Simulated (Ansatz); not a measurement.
```yaml
crystal:
  periodic: [false, false, false]
  atoms:
    - {symbol: C, position_ang: [0.265632, -0.360667, 1.147907]}
    - {symbol: C, position_ang: [-0.064313, 0.082978, -0.252763]}
    - {symbol: N, position_ang: [0.597951, -0.415614, -1.291855]}
    - {symbol: C, position_ang: [1.633938, -1.381039, -1.080205]}
    - {symbol: Li, position_ang: [-0.510631, 0.694997, -2.307047]}
    - {symbol: N, position_ang: [-1.010813, 0.972811, -0.524691]}
    - {symbol: C, position_ang: [-1.784620, 1.570488, 0.523227]}
    - {symbol: H, position_ang: [0.121018, -1.440076, 1.242587]}
    - {symbol: H, position_ang: [-0.342712, 0.137745, 1.898779]}
    - {symbol: H, position_ang: [1.318713, -0.164544, 1.365122]}
    - {symbol: H, position_ang: [2.057112, -1.674504, -2.043526]}
    - {symbol: H, position_ang: [1.283613, -2.305860, -0.595023]}
    - {symbol: H, position_ang: [2.470566, -1.004533, -0.470473]}
    - {symbol: H, position_ang: [-2.372103, 0.846164, 1.107973]}
    - {symbol: H, position_ang: [-1.184539, 2.151137, 1.240476]}
    - {symbol: H, position_ang: [-2.501709, 2.267918, 0.083812]}
basis:
  gaussian: {orbitals: pcseg-2}
hamiltonian: {xc: {name: wPBEh}}
accuracy: high
output: {forces: true}
```

```sh
$ ansatz run in.yaml --threads 4 --pin off --events-out ev --progress --plain --max-ram 11315MiB
```

Output, abridged:

```
Functional definition: wPBEh
6201 factors; integrals over basis functions are off by at most 2.5e-8 eV
147 factors; integrals over basis functions are off by at most 2.6e-9 eV
mean field evaluation 1: about -7456.7973 eV, gradient 8.7e1 eV
mean field evaluation 2: about -7393.1909 eV, gradient 1.6e2 eV
mean field evaluation 4: about -7473.9646 eV, gradient 1.1e1 eV
mean field evaluation 8: about -7474.5642 eV, gradient 1.2e0 eV
mean field evaluation 16: about -7474.5675 eV, gradient 1.2e-4 eV
mean field -7474.56745241 eV, -274.6852874323 hartree, gradient 3.2e-8 eV, S^2 0.000000; 0 other end points of the search recorded, 0 dependent functions left out
reference -7474.56745919 eV, -274.6852876816 hartree; 25, 25 occupied and 296, 296 virtual orbitals, 6201 factors
Total energy: -7474.56745919 eV, -274.6852876816 hartree
Atom 0 at     0.265632    -0.360667     1.147907 Å, force     0.012114    -0.014110     0.046534 eV/Å
Atom 1 at    -0.064313     0.082978    -0.252763 Å, force    -0.003124     0.002848    -0.018184 eV/Å
Atom 2 at     0.597951    -0.415614    -1.291855 Å, force     0.025189    -0.023398     0.009064 eV/Å
Atom 3 at     1.633938    -1.381039    -1.080205 Å, force     0.039600    -0.035654    -0.017427 eV/Å
Atom 4 at    -0.510631     0.694997    -2.307047 Å, force    -0.006706     0.010021    -0.033037 eV/Å
Atom 5 at    -1.010813     0.972811    -0.524691 Å, force    -0.016429     0.012506     0.028780 eV/Å
Atom 6 at    -1.784620     1.570488     0.523227 Å, force    -0.040930     0.034658     0.019310 eV/Å
Atom 7 at     0.121018    -1.440076     1.242587 Å, force     0.007564     0.036826     0.003060 eV/Å
Atom 8 at    -0.342712     0.137745     1.898779 Å, force     0.024182    -0.021076    -0.019497 eV/Å
Atom 9 at     1.318713    -0.164544     1.365122 Å, force    -0.036761    -0.009481    -0.000057 eV/Å
Atom 10 at     2.057112    -1.674504    -2.043526 Å, force    -0.012456     0.006771     0.041358 eV/Å
Atom 11 at     1.283613    -2.305860    -0.595023 Å, force     0.015622     0.030510    -0.019035 eV/Å
Atom 12 at     2.470566    -1.004533    -0.470473 Å, force    -0.026188    -0.015926    -0.022890 eV/Å
Atom 13 at    -2.372103     0.846164     1.107973 Å, force     0.018437     0.030522    -0.019396 eV/Å
Atom 14 at    -1.184539     2.151137     1.240476 Å, force    -0.026065    -0.018253    -0.023831 eV/Å
Atom 15 at    -2.501709     2.267918     0.083812 Å, force     0.025951    -0.026762     0.025250 eV/Å
Dipole moment:    -0.092026     0.123431    -0.415764 e Å
```

Run time 42 s (4 threads of an Arm Neoverse V2 on a shared host); peak host memory 3.8 GiB.
